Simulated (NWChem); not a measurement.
System: C₂H₄BFO₂; SMILES C=C(F)B(O)O

The following NWChem deck was run.

```
start job
memory heap 200 mb stack 700 mb global 900 mb
geometry units angstroms noautosym nocenter noautoz
  C     -1.247839    -1.498239     0.000000
  C     -0.129357    -0.776023     0.000000
  F      1.073138    -1.405234     0.000000
  B      0.009090     0.792404     0.000000
  O     -1.108695     1.556280     0.000000
  O      1.243115     1.359740     0.000000
  H     -1.227746    -2.591008     0.000000
  H     -2.208007    -0.980472     0.000000
  H     -0.899315     2.496856     0.000000
  H      1.934215     0.686885     0.000000
end
basis spherical
  C library pcsseg-1
  F library pcsseg-1
  B library pcsseg-1
  O library pcsseg-1
  H library pcsseg-1
end
dft
  xc bhlyp
  iterations 150
end
property
  shielding
end
task dft property
```

Coordinates come from a PBE0/def2-SVP optimisation.

GIAO values for the isolated, static molecule; σ is the absolute isotropic shielding, δ = σ(reference) − σ with the isolated reference molecule computed at the same levels (13C: tetramethylsilane, 19F: trichlorofluoromethane, 1H: tetramethylsilane, 17O: water).

Atoms are numbered as in the input.

Question: Give the results of this calculation. (BHandHLYP/pcSseg-1, GIAO.) Quantities: δ C1 (ppm); δ C2 (ppm); δ F3 (ppm); δ O5 (ppm); δ H8 (ppm); δ H9 (ppm); δ H10 (ppm).

Answer: 
```json
{
 "δ C1 (ppm)": "117.9",
 "δ C2 (ppm)": "173.8",
 "δ F3 (ppm)": "-112.2",
 "δ O5 (ppm)": "97.7",
 "δ H8 (ppm)": "5.68",
 "δ H9 (ppm)": "3.87",
 "δ H10 (ppm)": "4.78"
}
```
